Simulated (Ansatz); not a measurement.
`[CH3][W](=[O])(=[O])[OH]` + H₂O → `[O]=[W](=[O])([OH])[OH]` + CH₄ at 600 K and 1 bar (formal hydrolysis of a W–C bond).

Gas-phase electronic energies from Ansatz, PBE0-D4/def2-TZVP geometries. CCSD(T)/CBS is the MP2 limit (def2-TZVPP, def2-QZVPP) plus CCSD(T) − MP2 in def2-TZVPP, frozen cores. This one scheme is used for every species. Elements past krypton have def2 core potentials. For W outer-core shells are correlated without core-valence functions, which leaves a few kJ/mol of doubt a bond. Each species was taken in one conformer, which may not be the lowest.

| species | CCSD(T)/CBS energy (Eh) | H − E (kJ/mol) | S (J/(mol·K)) |
| --- | --- | --- | --- |
| `[CH3][W](=[O])(=[O])[OH]` | -333.08568 | 205.8 | 444.5 |
| H₂O | -76.37941 | 76.8 | 212.8 |
| `[O]=[W](=[O])([OH])[OH]` | -369.04161 | 141.6 | 419.1 |
| CH₄ | -40.46206 | 140.4 | 215.7 |

H − E and S are ideal-gas, rigid-rotor, harmonic terms from PBE0-D4/def2-TZVP, for one conformer and one mirror image of each species. 1 Eh = 2625.50 kJ/mol, R = 8.31446 J/(mol·K).

Task: By hand: ΔE, ΔH, ΔS and ΔG.

Result: ΔE = (-369.04161) + (-40.46206) − (-333.08568) − (-76.37941) = -0.03858 Eh = -101.3 kJ/mol. Δ(H − E) = 141.6 + 140.4 − 205.8 − 76.8 = -0.6, so ΔH = -101.9 kJ/mol. ΔS = 419.1 + 215.7 − 444.5 − 212.8 = -22.5 J/(mol·K). ΔG = -101.9 − 600 × (-22.5)/1000 = -88.4 kJ/mol.

Task: By hand: the equilibrium constant, and the temperature at which ΔG would vanish if ΔH and ΔS stayed fixed.

Result: log₁₀ K = −ΔG/(RT ln 10) = 7.7. ΔG = 0 at ΔH/ΔS = 4529 K, far beyond where these terms or the molecules hold.

ΔH outweighs TΔS. A doubt of 5 kJ/mol in ΔE shifts log₁₀ K by 0.4 here. Other conformers and mirror images would add mixing entropy, several J/(mol·K) or more a flexible species. These are equilibria of isolated gas molecules and say nothing of rates. Largest T1 diagnostic: 0.023 (customary marks: 0.02 for closed shells, 0.045 for open ones).
